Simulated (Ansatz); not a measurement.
Compare A (`O[C]1(F)[CH2][GeH2]1`) with its isomer B (`F[CH2][GeH]1[CH2][O]1`).

Calculated with Ansatz (gas phase, PBE0-D4/def2-TZVP geometries, no zero-point term in ΔE). CCSD(T)/CBS is the MP2 limit (def2-TZVPP, def2-QZVPP) plus CCSD(T) − MP2 in def2-TZVPP, frozen cores. Functionals use def2-TZVPP. B3LYP here is the variant with VWN-RPA as its local correlation; programs differ in this. For Ge outer-core shells are correlated without core-valence functions, which leaves a few kJ/mol of doubt a bond. Scalar relativity is left out up to krypton. Each species was taken in one conformer, which may not be the lowest.

A:

```xyz
10

O     1.1257    0.4197    1.3721
C     0.6750    0.2768    0.0945
F     1.5873    0.7405   -0.8208
C     0.1153   -1.0742   -0.2274
Ge   -1.2328    0.3563   -0.3886
H     1.1339    1.3559    1.5950
H     0.4726   -1.5111   -1.1536
H     0.0492   -1.7654    0.6059
H    -2.2713    0.4566    0.7226
H    -1.6549    0.7451   -1.7996
```

B:

```xyz
10

F    -2.4725   -0.8535   -0.1863
C    -1.4259   -0.1625   -0.7699
Ge    0.2803   -0.6404    0.0809
C     1.3167    0.6830    0.9647
O     1.5632    0.5638   -0.4342
H    -1.5936    0.9105   -0.6516
H    -1.4016   -0.4041   -1.8356
H     0.7462   -2.0905   -0.0485
H     2.1434    0.3780    1.6066
H     0.8438    1.6158    1.2739
```

(1) Which is lower in electronic energy at CCSD(T)/CBS, and by how much? (Best estimate.)

(2) Give E(B) − E(A) in kJ/mol with r2SCAN-D4, ωB97M-V, CCSD/def2-TZVPP, B3LYP, PBE0-D4, HF/def2-TZVPP, B2PLYP. (Best estimate.)

Largest T1 diagnostic: 0.014.

## Answers

(1) The calculation gave: B, by 6.3 kJ/mol.

(2) Ansatz gave: r2SCAN-D4 -1.6, ωB97M-V -0.3, CCSD/def2-TZVPP -7.8, B3LYP -11.4, PBE0-D4 2.9, HF/def2-TZVPP -10.3, B2PLYP -12.3. The order is the other way round with PBE0-D4.

From PBE to PBE0 (25 % exact exchange), in def2-TZVPP and without D4, E(B) − E(A) moves by +5.4 kJ/mol.
